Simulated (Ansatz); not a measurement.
Isolated molecules relaxed with PBE0-D4/def2-TZVP in Ansatz; ΔE leaves out vibrations. CBS: MP2 limit from def2 TZ/QZ plus the TZ coupled-cluster correction, frozen cores. This one scheme is used for every species. Functionals use def2-TZVPP. B3LYP here is the variant with VWN-RPA as its local correlation; programs differ in this. Each species was taken in one conformer, which may not be the lowest.

Consider the ligand exchange at the Si–C bond: `C#C[Si](Cl)(Cl)Cl` + `N=C=O` → `O=C=N[Si](Cl)(Cl)Cl` + acetylene.

| level | ΔE (kJ/mol) |
| --- | --- |
| B3LYP-D4 | -57.1 |
| CAM-B3LYP-D4 | -61.8 |

**Question.** What does CCSD(T)/CBS give? (Best estimate.)

**Answer.** The calculation gave: -56.5 kJ/mol. The listed levels differ from it by -0.6, -5.3 kJ/mol.

Largest T1 diagnostic among the species: 0.018.

From r2SCAN to r2SCAN0 (25 % exact exchange), in def2-TZVPP and without D4, ΔE moves by −5.2 kJ/mol. In def2-TZVPP, CCSD(T) changes the Hartree–Fock value by +16.1 kJ/mol (the triples alone add +3.2 kJ/mol) and MP2 by +16.0 kJ/mol. Leaving LDA and LC-ωPBE aside and taking each functional with its dispersion term where it has one, the values, not all of them listed here, spread over 18.2 kJ/mol, from BHLYP-D4 to PBE-D4. LDA lies −5.4 kJ/mol from PBE without D4.
